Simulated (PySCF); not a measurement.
H₃NbO₄, SMILES [O]=[Nb]([OH])([OH])[OH], multiplicity 1. Atoms are numbered in the order given.

```xyz
8

Nb     0.0000     0.0000    -0.0222
O      0.0000     0.0000    -1.7320
O      1.5615     0.9016     0.5987
H      2.2928     1.3237     0.1325
O     -1.5615     0.9016     0.5987
H     -2.2928     1.3237     0.1325
O      0.0000    -1.8031     0.5987
H      0.0000    -2.6475     0.1325
```
Charge 0, spin multiplicity 1.

The structure is a stationary point at B3LYP-D3(BJ)/def2-SVP. The spin state was assumed, not searched. The def2 effective core potentials stand for the cores of Nb; spin–orbit coupling is left out. One conformer was computed; it need not be the lowest.

Calculation: TDDFT-B3LYP/def2-SVPD (PySCF).

Vertical excitations; the highest root listed may be one member of a degenerate set. Isolated molecule, no solvent. State labels are in the subgroup Cs.

List the lowest excited states. (Estimate from the structure and the level; the computed values follow.)


```csv
state,symmetry,energy (eV),λ (nm),f,main pairs
S1,A",6.46,192,0.000,"HOMO−4→LUMO 29 %, HOMO−5→LUMO+1 29 %, HOMO−3→LUMO 20 %, HOMO−2→LUMO+1 20 %"
S2,A",6.49,191,0.000,HOMO−1→LUMO (degenerate set)
S3,A',6.49,191,0.000,HOMO−1→LUMO+1 (degenerate set)
S4,A",6.57,189,0.003,"HOMO→LUMO+1, HOMO−2→LUMO+1, HOMO−3→LUMO (degenerate set)"
S5,A',6.57,189,0.003,"HOMO→LUMO, HOMO−2→LUMO, HOMO−3→LUMO+1 (degenerate set)"
S6,A',6.68,186,0.003,"HOMO−4→LUMO+1, HOMO−5→LUMO (degenerate set)"
S7,A",6.68,186,0.003,"HOMO−5→LUMO+1, HOMO−4→LUMO (degenerate set)"
S8,A",6.75,184,0.000,"HOMO−2→LUMO+1 30 %, HOMO−3→LUMO 30 %, HOMO−4→LUMO 20 %, HOMO−5→LUMO+1 20 %"
S9,A',6.75,184,0.001,"HOMO−3→LUMO+1 41 %, HOMO−2→LUMO 41 %, HOMO−5→LUMO 8 %, HOMO−4→LUMO+1 8 %"
S10,A',7.13,174,0.023,"HOMO−4→LUMO+1 30 %, HOMO−5→LUMO 30 %, HOMO−5→LUMO+4 7 %, HOMO−4→LUMO+3 7 %"
T1,A',5.77,215,0,"HOMO−5→LUMO 29 %, HOMO−4→LUMO+1 29 %, HOMO−2→LUMO 11 %, HOMO−3→LUMO+1 11 %"
T2,A',6.06,204,0,"HOMO−4→LUMO+1, HOMO−5→LUMO, HOMO−1→LUMO+1, HOMO−3→LUMO+1 (degenerate set)"
T3,A",6.06,204,0,"HOMO−4→LUMO, HOMO−5→LUMO+1, HOMO−1→LUMO, HOMO−3→LUMO (degenerate set)"
T4,A',6.13,202,0,"HOMO−1→LUMO+1 65 %, HOMO→LUMO 13 %"
```
Triplets are in the Tamm–Dancoff approximation, which puts them higher than full response would, so one can lie above its singlet here.
